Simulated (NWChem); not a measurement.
Molecule: C3, singlet; SMILES [C]=C=[C]

```xyz
3

C     -1.2950     0.0651     0.0199
C      0.0005     0.0084     0.0000
C      1.2945    -0.0735    -0.0199
```
Atoms are numbered in this order, from 1.

Program: NWChem. Low-valent species are run as closed-shell singlets; no triplet was tried in these runs. All runs use the structure optimised with B3LYP/6-31G* (spherical d). Lowest singlet excitation in solution, TDDFT at PBE0/def2-SVP with SMD, three treatments of the solvent's response.

**Question.** Estimate the computed values for solvent acetonitrile. Quantities: ground-state reaction field (eV); corrected reaction field (eV); vertical excitation model (eV).

**Answer.** 
```json
{
 "ground-state reaction field (eV)": "3.41",
 "corrected reaction field (eV)": "3.39",
 "vertical excitation model (eV)": "3.37"
}
```
